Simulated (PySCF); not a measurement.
## How methods differ on the excitation energy of Pd+

Pd+ [Kr] 4d9 (2D) → Pd+ [Kr] 4d8 5s1 (4F), as a difference of total energies. Computed with PySCF 2.14 in def2-TZVPPD with the def2 core potential (28 electrons), with a scalar-relativistic core potential. Correlated levels: valence: 4s2 4p6 frozen; valence and next inner shell: nothing frozen outside the core potential. The calculations carry no spin-orbit coupling.

**Question.** Order these methods by the excitation energy they give, lowest first.
A. SCS-MP2 (valence)
B. LDA
C. MP2 (valence)
D. r2SCANh

**Answer.** D (2.670 eV), B (3.089 eV), C (3.341 eV), A (3.445 eV).

Errors of the correlated levels include the incompleteness of this basis and the frozen core.

For comparison: 3.194 eV (measured; NIST levels, between the centres of gravity of the two terms).
